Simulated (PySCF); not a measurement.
**Dipole response of Ar+ (argon, charge +1)**

[Ne] 3s2 3p5, 2P determinant. All numbers are calculated (PySCF 2.14, the non-relativistic Hamiltonian (point nucleus), in aug-cc-pwCVTZ (8s7p5d3f, 75 functions)). Coupled (time-dependent) response in atomic units; α is the mean over directions.

| method | mean α (bohr³) | α xx, yy, zz | C₆ (like pair) | S(−4) |
| --- | --- | --- | --- | --- |
| UHF | 6.807 | 6.688, 6.866, 6.866 | 30.66 | 9.560 |
| PBE | 7.057 | 6.859, 7.156, 7.156 | 32.03 | 10.68 |
| PBE0 | 6.937 | 6.767, 7.022, 7.022 | 31.35 | 10.16 |
| BHandHLYP | 6.893 | 6.741, 6.969, 6.969 | 31.08 | 9.973 |
| M06-L | 6.880 | 6.700, 6.970, 6.970 | 31.49 | 9.686 |

S(−4) is the Cauchy moment in α(ω) = α(0) + S(−4) ω² + …

α(iu) at UHF:

| u (hartree) | α(iu) (bohr³) |
| --- | --- |
| 0 | 6.807 |
| 0.0500 | 6.783 |
| 0.100 | 6.713 |
| 0.200 | 6.447 |
| 0.300 | 6.052 |
| 0.500 | 5.080 |
| 0.750 | 3.897 |
| 1.00 | 2.964 |
| 1.50 | 1.794 |
| 2.00 | 1.178 |
| 3.00 | 0.6184 |
| 5.00 | 0.2671 |

A single London oscillator, α(iu) = α/(1 + u²/ω²), gives C₆ = (3/4) ω α². Matching the computed C₆ needs ω = 4 × 30.66 / (3 × 6.807²) = 0.882 hartree.

For an ion, C₆ is the dispersion term alone; charge-induced terms of lower order in 1/R come first.

The components differ because the open shell of this determinant is not spherical; for a pure term their mean is the scalar polarisability.
